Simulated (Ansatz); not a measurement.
Reaction (formal loss of a carbene): `C[S][In]([CH3])[F]` → `[CH2]` (triplet) + `[CH3][In]([F])[SH]`

Computed with Ansatz on PBE0-D4/def2-TZVP structures; ΔE is electronic, products minus reactants. CCSD(T)/CBS adds triple-zeta CCSD(T) − MP2 to the extrapolated MP2 energy (def2 sets, frozen cores). This one scheme is used for every species. DFT in def2-TZVPP. B3LYP here is the variant with VWN-RPA as its local correlation; programs differ in this. HSE06 is defined as in plane-wave codes. Triplets are unrestricted, without spin–orbit coupling. Elements past krypton have def2 core potentials. For In outer-core shells are correlated without core-valence functions, which leaves a few kJ/mol of doubt a bond. One conformer a species, not always the lowest.

`C[S][In]([CH3])[F]`:

```xyz
11

C     0.335    1.193   -1.888
S    -1.360    1.159   -1.218
In   -1.100   -0.203    0.698
C     0.529   -1.225    1.620
F    -2.832   -0.388    1.598
H     0.298    1.819   -2.779
H     1.041    1.637   -1.187
H     0.677    0.201   -2.179
H     0.997   -1.900    0.904
H     0.146   -1.790    2.468
H     1.269   -0.502    1.963
```

`[CH2]` (triplet):

Z-matrix (Å, degrees):
```
C
H 1 1.079
H 1 1.079 2 134.9
```

`[CH3][In]([F])[SH]`:

Cartesian coordinates in Å:
```
C -1.572 -0.194 0.063
In 0.525 0.150 0.022
F 1.153 1.853 0.770
S 2.435 -1.031 -0.728
H -1.965 -0.154 -0.952
H -1.779 -1.176 0.487
H -2.038 0.581 0.669
H 3.241 -0.029 -0.332
```

```tsv
level	ΔE (kJ/mol)	difference from CCSD(T)/CBS
LDA (SPW92)	477.3	67.3
PBE-D4	418.1	8.1
revPBE-D4	406.6	-3.4
r2SCAN-D4	386.4	-23.6
B97M-V	406.8	-3.2
PBE0-D4	407.1	-2.9
B3LYP-D4	403.8	-6.2
r2SCANh-D4	384.1	-25.9
r2SCAN0-D4	381.1	-28.9
HSE06-D4	407.6	-2.4
BHLYP-D4	390.1	-19.9
CAM-B3LYP-D4	404.4	-5.6
ωB97X-V	418.7	8.7
ωB97M-V	410.4	0.4
B2PLYP	399.7	-10.3
PBE-QIDH	403.9	-6.1
PBE	411.4	1.4
revPBE	388.3	-21.7
r2SCAN	384.6	-25.4
PBE0	401.3	-8.7
B3LYP	393.0	-17.0
r2SCANh	382.2	-27.8
r2SCAN0	379.0	-31.0
HSE06	402.1	-7.9
BHLYP	381.3	-28.7
CAM-B3LYP	398.4	-11.6
LC-ωPBE	395.1	-14.9
HF/def2-SVP	258.8	-151.2
MP2/def2-SVP	391.9	-18.1
CCSD/def2-SVP	373.5	-36.5
CCSD(T)/def2-SVP	382.6	-27.4
HF/def2-TZVPP	259.2	-150.8
MP2/def2-TZVPP	410.3	0.3
SCS-MP2/def2-TZVPP	411.2	1.2
CCSD/def2-TZVPP	383.8	-26.2
HF/def2-QZVPP	259.5	-150.5
MP2/def2-QZVPP	418.3	8.3
SCS-MP2/def2-QZVPP	420.6	10.6
HF/CBS(def2)	259.5	-150.5
MP2/CBS(def2)	424.1	14.1
CCSD(T)/CBS	410.0	0
```

Largest T1 diagnostic among the species: 0.014.

The D4 term adds +10.8 kJ/mol with B3LYP and +5.8 kJ/mol with PBE0; it sums over pairs of atoms, weighted by their polarisabilities, and B3LYP, whose exchange is more repulsive, gets the larger term. From BLYP to BHLYP (50 % exact exchange), in def2-TZVPP and without D4, ΔE moves by −10.6 kJ/mol. Leaving LDA and LC-ωPBE aside and taking each functional with its dispersion term where it has one, the values spread over 37.6 kJ/mol, from r2SCAN0-D4 to ωB97X-V. LDA lies +65.9 kJ/mol from PBE without D4.

CCSD(T)/CBS has its own doubt, a few kJ/mol and more with outer-core shells, so smaller differences from it don't rank the levels.
